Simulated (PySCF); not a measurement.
B(F)(OH)(SH) (BFH2OS), SMILES OB(F)S.

The structure is a stationary point at B3LYP-D3(BJ)/def2-SVP. One conformer was computed; it need not be the lowest.

Vertical ionisation energy (IE) and electron affinity (EA) in eV. Rows of orbital energies are one-electron estimates. Where ΔSCF, EOM or ADC give a negative EA the extra electron is unbound and the value depends on the basis.

| level | IE | EA |
|---|---|---|
| −ε(HOMO), −ε(LUMO), CAM-B3LYP/def2-TZVPD (PySCF) | 9.25 | -0.14 |
| ADC(2)/aug-cc-pVDZ (PySCF) | 10.05 | -0.59 |

Q: Beyond the first one, list the lowest photoelectron lines from PySCF with ADC(2)/aug-cc-pVDZ with their pole strengths (two spins summed). (An estimate is asked for; the answer gives what the named calculation found.)

A: 12.09 eV (1.81), 12.59 eV (1.75), 12.78 eV (1.74), 13.94 eV (1.79), 15.38 eV (1.75).
